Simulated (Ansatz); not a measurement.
Relaxation of AlBrH6OSi (10 atoms, charge 0, multiplicity 1), to a largest force component of 0.03 eV/Å in at most 50 steps.

Level of theory: RKS PBE-D4/def2-mTZVP in Ansatz.

```xyz
10
Properties=species:S:1:pos:R:3
Al 0.071 0.501 -0.494
O 0.028 0.055 2.433
Si -1.371 -0.456 3.241
H -2.207 -1.251 2.292
H -1.005 -1.311 4.414
H -2.099 0.764 3.717
H 1.444 -0.163 -0.947
H -1.369 -0.093 -0.740
Br 0.150 2.753 0.289
H 0.135 1.040 2.442
```

Problem. Where does it end, and by what steps?

Solution. It converged. After 22 steps the energy has fallen by 0.669 eV; H6 moved furthest, 0.90 Å. Joined: Al1–O2 (2.96 → 2.00 Å).

```tsv
step	energy less start (eV)	largest force component (eV/Å)	accepted
0	0.0000	0.693	yes
1	-0.2311	0.566	yes
2	-0.4420	0.800	yes
3	-0.5559	1.048	yes
4	-0.6131	0.265	yes
5	-0.6186	0.185	yes
6	-0.6260	0.118	yes
7	-0.6308	0.101	yes
8	-0.6362	0.122	yes
9	-0.6410	0.130	yes
10	-0.6461	0.127	yes
11	-0.6505	0.212	yes
12	-0.6476	0.208	no
13	-0.6590	0.032	yes
14	-0.6594	0.169	yes
15	-0.6635	0.100	yes
16	-0.6652	0.083	yes
17	-0.6663	0.058	yes
18	-0.6675	0.030	yes
19	-0.6679	0.031	yes
20	-0.6683	0.043	yes
21	-0.6689	0.033	yes
22	-0.6691	0.013	yes
```

```xyz
10
Properties=species:S:1:pos:R:3
Al -0.150 0.536 0.076
O 0.012 0.127 2.029
Si -1.324 -0.486 2.946
H -1.670 -1.764 2.272
H -0.813 -0.698 4.331
H -2.447 0.492 2.931
H 0.917 -0.387 -0.661
H -1.730 0.327 -0.091
Br 0.545 2.753 0.424
H 0.437 0.939 2.390
```

Whether the end is a true minimum wasn't checked by a vibrational analysis.

Time of the run: 36 s on 4 threads of Arm Neoverse V2 (shared host), peak memory 0.18 GiB.
